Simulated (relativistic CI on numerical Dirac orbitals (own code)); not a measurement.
## V3+ (3d2) in a crystal field

Calculated by Dirac-Coulomb-Breit CI, KLI orbitals optimised for each configuration, model QED, valence Slater integrals scaled by 0.7, one configuration in a parametric crystal field (own radial code).

Field parameters in Wybourne normalisation: Oh B⁴₀ = 21Dq, B⁴₄ = √(5/14) B⁴₀. The field is a parameter set, without covalency.

S is read from ⟨S²⟩ = S(S + 1).

Site symmetry Oh; labels are those of the double group. Computed levels in cm⁻¹ above the lowest, in rising order:

| Δ (size of 10Dq) | Lowest | No. 2 | No. 3 | No. 4 | No. 5 | No. 6 | No. 7 | No. 8 |
| --- | --- | --- | --- | --- | --- | --- | --- | --- |
| 4100 | E | 22 T2 | 306 T1 | 455 A1 | 3553 A2 | 3582 T2 | 3705 T1 | 3719 E |
| 7400 | E | 13 T2 | 289 T1 | 428 A1 | 6520 A2 | 6545 T2 | 6667 T1 | 6673 E |
| 10700 | E | 9 T2 | 277 T1 | 410 A1 | 9580 T2 | 9590 A2 | 9736 T1 | 9739 E |
| 14050 | E | 7 T2 | 268 T1 | 396 A1 | 10753 T2 | 11029 E | 12772 A2 | 12845 T2 |
| 17300 | E | 6 T2 | 261 T1 | 385 A1 | 10741 T2 | 10953 E | 15898 A2 | 15953 T2 |
| 20600 | E | 5 T2 | 255 T1 | 376 A1 | 10712 T2 | 10888 E | 19100 A2 | 19150 T2 |
| 23950 | E | 4 T2 | 250 T1 | 369 A1 | 10682 T2 | 10832 E | 22370 A2 | 22419 T2 |
| 27250 | E | 4 T2 | 246 T1 | 362 A1 | 10655 T2 | 10786 E | 24053 A1 | 25606 A2 |
| 30500 | E | 4 T2 | 243 T1 | 357 A1 | 10631 T2 | 10747 E | 24234 A1 | 28804 A2 |
| 33800 | E | 3 T2 | 240 T1 | 352 A1 | 10609 T2 | 10714 E | 24381 A1 | 32058 A2 |
| 37100 | E | 3 T2 | 237 T1 | 348 A1 | 10589 T2 | 10684 E | 24501 A1 | 35320 A2 |
| 40400 | E | 3 T2 | 235 T1 | 345 A1 | 10571 T2 | 10659 E | 24600 A1 | 38587 A2 |

Ground-state S against |10Dq| in cm⁻¹: 4100: 1.00, 7400: 1.00, 10700: 1.00, 14050: 1.00, 17300: 1.00, 20600: 1.00, 23950: 1.00, 27250: 1.00, 30500: 1.00, 33800: 1.00, 37100: 1.00, 40400: 1.00.

No abrupt spin change occurs in this range.
